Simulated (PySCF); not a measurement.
## Working out the ionisation energy of O⁺

O⁺ [He] 2s2 2p3 (4S) → O²⁺ [He] 2s2 2p2 (3P). Calculation: PySCF 2.14, in aug-cc-pVTZ; the non-relativistic Hamiltonian (point nucleus). Frozen: 1s2. Energies in hartree (1 hartree = 27.21139 eV):

```tsv
part	O⁺ (lower)	O²⁺ (upper)
UHF	-74.370750	-73.100461
CCSD correlation	-0.113381	-0.096813
(T)	-0.001671	-0.001323
```

**Question.** What does Hartree-Fock give?

**Answer.** (-73.100461) − (-74.370750) = 1.270289 hartree = 34.566 eV.

**Question.** What do CCSD and CCSD(T) give?

**Answer.** The CCSD correlation energies differ by 0.016568 hartree = 0.451 eV and the triples by 0.000348 hartree = 0.009 eV, so CCSD gives 35.017 eV and CCSD(T) 35.026 eV.

A first-order spin-orbit estimate adds -0.027 eV to CCSD(T) (valence), giving 34.999 eV against 35.121 eV (measured; NIST Atomic Spectra Database, ionization energies).

What remains against the reference includes basis incompleteness, the frozen core and higher excitations.
